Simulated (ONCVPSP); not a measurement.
## C: one change to an ONCV potential, before and after

```
Element                 : C
Generator               : ONCVPSP 4.0.1
Type                    : optimised norm-conserving Vanderbilt (ONCV)
Functional              : LDA (Perdew-Zunger)
Relativity              : scalar-relativistic
Frozen core             : [He]
Valence charge          : 4
Reference configuration : 2s2 2p2
Partial waves           : 2s: rc 1.15 bohr, ncon 4, nbas 7, qcut 6.8 1/bohr, 1 projector; 2p: rc 1.70 bohr, ncon 4, nbas 7, qcut 9.3 1/bohr, 1 projector; d scattering state at 0.03 Ha: rc 1.45 bohr, ncon 3, nbas 8, qcut 7.5 1/bohr, 3 projectors, debl 2.3 Ha
Local potential         : polynomial inside 0.70 bohr (lpopt 5, dvloc0 0 Ha)
Core correction         : Teter function, fcfact 3, rcfact 1.75
```

All-electron outer shells of the reference configuration (LDA (Perdew-Zunger), scalar-relativistic, ld1.x):

```tsv
shell	level (eV)	outermost node (bohr)	outermost maximum (bohr)
1s	-270.81	–	0.18
2s	-13.64	0.38	1.22
2p	-5.42	–	1.19
```

Change: s: qcut 4.3.

Cutoffs: the cutoffs (Ha) at which the residual kinetic energy of the hardest occupied pseudo-wave falls to 1 and 0.1 mHa per electron; they do not see the model core or the augmentation charge, which bear on the density cutoff. Errors are all-electron minus pseudo energies relative to the spin-unpolarised reference configuration.

Question: What does the change do?

Answer: The potential gets harder (22 Ha and 36 Ha → 67 Ha and 89 Ha); of the 4 tests that both files solve, the error grows in 3 and shrinks in 0 by more than 15 % and 0.3 meV (median size 39.1 → 50.5 meV); neither file shows a bound ghost.

```tsv
quantity	base	changed
cutoff, loose	22 Ha	67 Ha
cutoff, tight	36 Ha	89 Ha
loose cutoff by channel	s 19 Ha, p 22 Ha	s 67 Ha, p 22 Ha
bound ghosts	none	none
GHOST(+) flags under 300 eV	none	none
error for 2s2 2p1, meV [ΔE 10.99 eV]	+6.6	+9.0
error for 2s2 2p0, meV [ΔE 35.25 eV]	+72	+92
error for 2s1 2p0, meV [ΔE 83.22 eV]	+124	+133
error for 2s1 2p3, meV [ΔE 8.24 eV]	+5.2	+7.0
s: phases at 1.16 bohr within 0.05 rad from the reference energy up to (Ha; the scan ends near 5)	3.4	2.8
p: phases at 1.73 bohr within 0.05 rad from the reference energy up to (Ha; the scan ends near 5)	1.8	1.8
d: phases at 1.47 bohr within 0.05 rad from the reference energy up to (Ha; the scan ends near 5)	to the end of the scan	to the end of the scan
rms error of d²Exc/dni dnj with the model core, mHa	0.62	0.73
```
